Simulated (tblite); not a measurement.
Q: What does the GFN2-xTB structure of `C#CP(C1CC1)[SiH](C)C` look like in three dimensions?

A: 
```
atom  x, y, z in Å
C1    -1.5025   -0.0424    2.6546
C2    -0.9854    0.3763    1.6515
P3    -0.2439    1.1790    0.2759
C4    -1.4094    0.6274   -1.0420
C5    -2.1295   -0.6857   -0.9828
C6    -2.8863    0.5902   -0.7872
Si7    1.4139   -0.3268   -0.0494
C8     2.4869    0.3591   -1.4658
C9     2.4054   -0.3898    1.5725
H10   -1.9508   -0.4553    3.5109
H11   -1.0899    0.9770   -2.0190
H12   -1.9728   -1.3106   -0.1154
H13   -2.2685   -1.2356   -1.9022
H14   -3.5544    0.9247   -1.5673
H15   -3.2296    0.8155    0.2124
H16    0.9593   -1.6891   -0.3965
H17    2.7786    1.3878   -1.2725
H18    1.9550    0.3409   -2.4123
H19    3.3936   -0.2243   -1.5871
H20    1.7885   -0.7507    2.3894
H21    2.7663    0.5975    1.8459
H22    3.2651   -1.0459    1.4858
```

Orientation and origin are arbitrary. Atoms count from 1 in this order. Of the pairs four or more bonds apart, C2···H12 is among the closest relative to their van der Waals radii: 2.63 Å, 91 % of the sum of Bondi's values. P3 (three-coordinate phosphorus) is pyramidal (angles 99.3°, 99.0° and 96.8°, sum 295.0°, 0.94 Å off the plane of its three neighbours). The C–P distances run from 1.757 Å (C2–P3, drawn single) to 1.844 Å (P3–C4, drawn single), a spread of 0.087 Å. Si7 (SiH silicon) is distorted tetrahedral (angles from 106.3° to 115.0°).

Bonds between heavy atoms (Å): C1≡C2 1.204, C2–P3 1.757, P3–C4 1.844, C4–C5 1.499, C5–C6 1.496, P3–Si7 2.263, Si7–C8 1.905, Si7–C9 1.902, C4–C6 1.499.

Computed geometry: GFN2-xTB, gas phase.

Point group: C1 (no symmetry element, even within 0.4 Å). Its GFN2-xTB frequencies are all real (lowest 23 cm⁻¹). One conformer, not necessarily the lowest (C2–P3–C4–C5 -30°, C2–P3–Si7–C8 -177°). 3 starts were optimised and ended at 0.00, 0.24 and 0.50 kcal/mol (GFN2-xTB); the lowest of these is shown.
